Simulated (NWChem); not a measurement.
The numbers come from NWChem runs, not from measurements. System: H3O, charge 1, spin multiplicity 1, displaced from the optimised geometry. Level: B3LYP/def2-SVP, VWN1-RPA local correlation.

The NWChem input:

```
start mol
memory heap 200 mb stack 900 mb global 1100 mb
charge 1
geometry units angstroms nocenter noautoz
  O     -0.000026     0.078991     0.000000
  H     -0.481473    -0.210806     0.834045
  H     -0.481473    -0.210806    -0.834045
  H      0.963151    -0.210316     0.000000
  symmetry group Cs
end
basis spherical
  * library def2-svp
end
dft
  xc b3lyp
  semidirect memsize 60000000 filesize 0
  iterations 100
  grid xfine
end
task dft gradient
```

NWChem printed:

```
             Northwest Computational Chemistry Package (NWChem) 7.3.0
             --------------------------------------------------------

                                NWChem Input Module
                                -------------------

 Scaling coordinates for geometry "geometry" by  1.889725989
 (inverse scale =  0.529177249)

 Turning off AUTOSYM since
 SYMMETRY directive was detected!

                             Geometry "geometry" -> ""
                             -------------------------

 Output coordinates in angstroms (scale by  1.889725989 to convert to a.u.)

  No.       Tag          Charge          X              Y              Z
 ---- ---------------- ---------- -------------- -------------- --------------
    1 O                    8.0000    -0.00002600     0.07899100     0.00000000
    2 H                    1.0000    -0.48147300    -0.21080600     0.83404500
    3 H                    1.0000    -0.48147300    -0.21080600    -0.83404500
    4 H                    1.0000     0.96315100    -0.21031600     0.00000000

 Effective nuclear repulsion energy (a.u.)      13.5801400672

            Nuclear Dipole moment (a.u.)
            ----------------------------
        X                 Y               Z
 ---------------- ---------------- ----------------
    -0.0000056692    -0.0000000000     0.0000000000

      Symmetry information
      --------------------

 Group name             Cs
 Group number              2
 Group order               2
 No. of unique centers     3

      Symmetry unique atoms

     1    2    4


 Summary of "ao basis" -> "" (spherical)
 ------------------------------------------------------------------------------
       Tag                 Description            Shells   Functions and Types
 ---------------- ------------------------------  ------  ---------------------
 *                          def2-svp                  on all atoms

                                 NWChem DFT Module
                                 -----------------

 Summary of "ao basis" -> "ao basis" (spherical)
 ------------------------------------------------------------------------------
[...]
            General Information
            -------------------
          SCF calculation type: DFT
          Wavefunction type:  closed shell.
          No. of atoms     :     4
          No. of electrons :    10
           Alpha electrons :     5
            Beta electrons :     5
          Charge           :     1
          Spin multiplicity:     1
          Use of symmetry is: on ; symmetry adaption is: on
          Maximum number of iterations: 100
          AO basis - number of functions:    29
                     number of shells:    15
          Convergence on energy requested:  1.00D-06
          Convergence on density requested:  1.00D-05
          Convergence on gradient requested:  5.00D-04

              XC Information
              --------------
                         B3LYP Method XC Potential
                     Hartree-Fock (Exact) Exchange  0.200
                        Slater Exchange Functional  0.800 local
                    Becke 1988 Exchange Functional  0.720 non-local
              Lee-Yang-Parr Correlation Functional  0.810
                  VWN I RPA Correlation Functional  0.190 local

             Grid Information
             ----------------
          Grid used for XC integration:  xfine
          Radial quadrature: Mura-Knowles
          Angular quadrature: Lebedev.
          Tag              B.-S. Rad. Rad. Pts. Rad. Cut. Ang. Pts.
          ---              ---------- --------- --------- ---------
          O                   0.60      100           6.0      1454
          H                   0.35      100           7.0      1202
          Grid pruning is: on
          Number of quadrature shells:   300
          Spatial weights used:  Erf1

          Convergence Information
          -----------------------
          Convergence aids based upon iterative change in
          total energy or number of iterations.
          Levelshifting, if invoked, occurs when the
          HOMO/LUMO gap drops below (HL_TOL):  1.00D-02
          DIIS, if invoked, will attempt to extrapolate
          using up to (NFOCK): 10 stored Fock matrices.

                    Damping( 0%)  Levelshifting(0.5)       DIIS
                  --------------- ------------------- ---------------
          dE  on:    start            ASAP                start
          dE off:    2 iters        100 iters           100 iters

      Screening Tolerance Information
      -------------------------------
          Density screening/tol_rho:  1.00D-10
          AO Gaussian exp screening on grid/accAOfunc:  14
          CD Gaussian exp screening on grid/accCDfunc:  20
          XC Gaussian exp screening on grid/accXCfunc:  20
          Schwarz screening/accCoul:  1.00D-08

                            NWChem DFT Gradient Module
                            --------------------------

  charge          =   1.00
  wavefunction    = closed shell

  Using symmetry

                         DFT ENERGY GRADIENTS

    atom               coordinates                        gradient
                 x          y          z           x          y          z
   1 O      -0.000049   0.149271   0.000000   -0.000004   0.014337   0.000000
   2 H      -0.909852  -0.398366   1.576117   -0.007999  -0.004782   0.013855
   3 H      -0.909852  -0.398366  -1.576117   -0.007999  -0.004782  -0.013855
   4 H       1.820091  -0.397440   0.000000    0.016003  -0.004773   0.000000

                 ----------------------------------------
                 |  Time  |  1-e(secs)   |  2-e(secs)   |
                 ----------------------------------------
                 |  CPU   |       0.00   |       0.04   |
                 ----------------------------------------
                 |  WALL  |       0.00   |       0.04   |
                 ----------------------------------------

 Task  times  cpu:        1.3s     wall:        1.3s

 Total times  cpu:        1.4s     wall:        1.4s
```
